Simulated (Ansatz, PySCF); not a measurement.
bromine (Br2), SMILES BrBr. Atoms are numbered in the order given.

```xyz
2

Br     0.0000     0.0000    -1.1579
Br     0.0000     0.0000     1.1579
```
Charge 0, spin multiplicity 1.

Geometry: B3LYP-D3(BJ)/def2-TZVP.

Two levels are set side by side: PBE-D3(BJ)/def2-TZVP (Ansatz, a first-principles code) and B3LYP-D3(BJ)/def2-TZVP (Ansatz). Each level has its own optimised geometry; the coordinates shown are those of the second. Frequencies come from the Hessian of PySCF at each geometry. Differences are taken from unrounded values.

```
quantity                            B3LYP-D3(BJ)  PBE-D3(BJ)  PBE-D3(BJ) minus B3LYP-D3(BJ)
----------------------------------  ------------  ----------  -----------------------------
bond Br1–Br2 (Å)                           2.316       2.311                         -0.005
highest harmonic wavenumber (cm⁻¹)           313         313                             -1
mean harmonic wavenumber (cm⁻¹)              313         313                             -1
zero-point energy (kcal/mol)                0.45        0.45                           0.00
```

Here PBE gives about what the other level gives.
